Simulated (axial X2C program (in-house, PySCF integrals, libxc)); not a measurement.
**Density and ELF of InSi⁻**

Calculated with an in-house all-electron X2C program for linear molecules (integrals from PySCF). Spin-free means the one-electron spin-free X2C Hamiltonian. Basis: In dyall-acv3z [12s13p10d5f1g], Si dyall-av3z [9s8p3d2f] (cores contracted in-house); Gaussian nuclei, density fitting, unrestricted open shells. Masses: In 114.904 u, Si 27.977 u.

PBE0, without spin–orbit coupling, state M_S = 1, Λ = 0 (beyond evenly filled blocks: π+α, π-α); In at z = 0, Si at z = 2.615 Å.

The maps cover the half plane through the axis: z from -2.4 to 4.8 Å along the bond, ρ from 0.15 to 2.25 Å away from it.

log10 of the density in e/bohr³:

```
 ρ\z  -2.4  -1.8  -1.2  -0.6   0.0   0.6   1.2   1.8   2.4   3.0   3.6   4.2   4.8
0.15  -2.6  -2.0  -1.4  -0.1   1.8  -0.1  -1.2  -1.1   0.6  -0.1  -1.3  -1.9  -2.5
0.45  -2.6  -2.1  -1.5  -0.5   0.4  -0.5  -1.3  -1.2  -0.5  -0.9  -1.4  -1.9  -2.6
0.75  -2.7  -2.2  -1.7  -1.0  -0.5  -1.0  -1.5  -1.4  -1.2  -1.2  -1.5  -2.1  -2.7
1.05  -2.8  -2.3  -1.9  -1.5  -1.2  -1.5  -1.7  -1.6  -1.5  -1.5  -1.8  -2.2  -2.8
1.35  -2.9  -2.5  -2.1  -1.9  -1.8  -1.9  -2.0  -1.9  -1.8  -1.8  -2.0  -2.5  -2.9
1.65  -3.1  -2.7  -2.4  -2.2  -2.2  -2.2  -2.3  -2.2  -2.1  -2.1  -2.3  -2.7  -3.1
1.95  -3.3  -2.9  -2.7  -2.5  -2.5  -2.6  -2.5  -2.5  -2.4  -2.5  -2.6  -3.0  -3.3
2.25  -3.4  -3.2  -3.0  -2.8  -2.8  -2.9  -2.8  -2.8  -2.7  -2.8  -2.9  -3.2  -3.5
```

Electron localisation function (collinear form, no current term, damped to 0 at low density):

```
 ρ\z  -2.4  -1.8  -1.2  -0.6   0.0   0.6   1.2   1.8   2.4   3.0   3.6   4.2   4.8
0.15  0.93  0.92  0.43  0.65  0.74  0.65  0.43  0.54  0.87  0.63  0.92  0.95  0.83
0.45  0.93  0.92  0.49  0.45  0.75  0.44  0.47  0.73  0.27  0.08  0.94  0.94  0.80
0.75  0.91  0.92  0.60  0.27  0.47  0.24  0.52  0.80  0.21  0.48  0.94  0.91  0.75
1.05  0.86  0.91  0.71  0.29  0.23  0.22  0.53  0.77  0.73  0.85  0.91  0.85  0.65
1.35  0.78  0.88  0.78  0.42  0.25  0.26  0.51  0.69  0.74  0.83  0.84  0.76  0.51
1.65  0.61  0.81  0.76  0.51  0.30  0.27  0.45  0.61  0.66  0.73  0.73  0.62  0.32
1.95  0.36  0.66  0.65  0.46  0.26  0.21  0.37  0.51  0.54  0.59  0.57  0.42  0.16
2.25  0.15  0.40  0.45  0.30  0.17  0.15  0.28  0.40  0.41  0.43  0.38  0.22  0.06
```

Axial spin density in 10⁻³ e/bohr³:

```
 ρ\z  -2.4  -1.8  -1.2  -0.6  0.0   0.6   1.2   1.8   2.4   3.0   3.6   4.2   4.8
0.15  -0.2  -0.5  -0.5   0.2  8.9   0.0  -1.9  -1.5   7.6  -0.7  -3.0  -1.0  -0.3
0.45  -0.2  -0.4  -0.2   1.0  1.7  -0.3   0.6   4.8   5.2   4.8  -0.3  -0.6  -0.2
0.75  -0.2  -0.2   0.1   1.5  0.4   1.4   3.3   9.5  18.7  12.4   2.2   0.0  -0.1
1.05  -0.1  -0.1   0.2   1.5  2.2   2.8   4.3   9.4  16.3  11.4   3.0   0.4   0.0
1.35  -0.1  -0.1   0.3   1.2  2.2   2.7   3.8   6.8  10.1   7.3   2.4   0.5   0.1
1.65  -0.1   0.0   0.2   0.8  1.5   2.0   2.8   4.3   5.6   4.2   1.7   0.4   0.1
1.95   0.0   0.0   0.2   0.5  0.9   1.3   1.8   2.5   3.0   2.2   1.0   0.3   0.1
2.25   0.0   0.0   0.1   0.3  0.6   0.8   1.1   1.4   1.6   1.2   0.6   0.2   0.1
```

The state is a single determinant with fixed occupations, the lowest that a limited PBE0 search found. PBE0 can misorder states that lie within some tenths of an eV, so this need not be the ground state of the molecule. The nearest other spin-free determinant of the search, M_S = 1, Λ = 1, lies 0.14 eV up at the distance of the search. The highest occupied level of some functionals is positive through self-interaction error; at Hartree–Fock it is bound.
